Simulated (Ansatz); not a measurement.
```xyz
8

C     0.0000    0.0000   -0.4065
C     0.0000    1.1315    0.1804
C     0.0000   -1.1315    0.1804
H     0.0000    0.0000   -1.4158
H     0.0000    1.9910   -0.3396
H     0.0000    1.1946    1.1849
H     0.0000   -1.9910   -0.3396
H     0.0000   -1.1946    1.1849
```

Basis set: def2-TZVP (spherical functions). Left uncorrelated: 3 orbitals. Charge 0, multiplicity 2.

Computed with Ansatz (development build ahead of 0.2.0); each method stands on the lowest determinant of its kind that the runs found.

(1) Give the atomization energy at this shape (free ground-state atoms in the same class of orbitals less the molecule, no zero-point energy) of doublet C3H5 by UHF-MP2, UHF.

Results:

(1)

| method | atomization energy |
| --- | --- |
| UHF-MP2 | 2979.0 kJ/mol |
| UHF | 2336.2 kJ/mol |

Caution: the shape is not the minimum; the unrestricted determinant is spin contaminated.
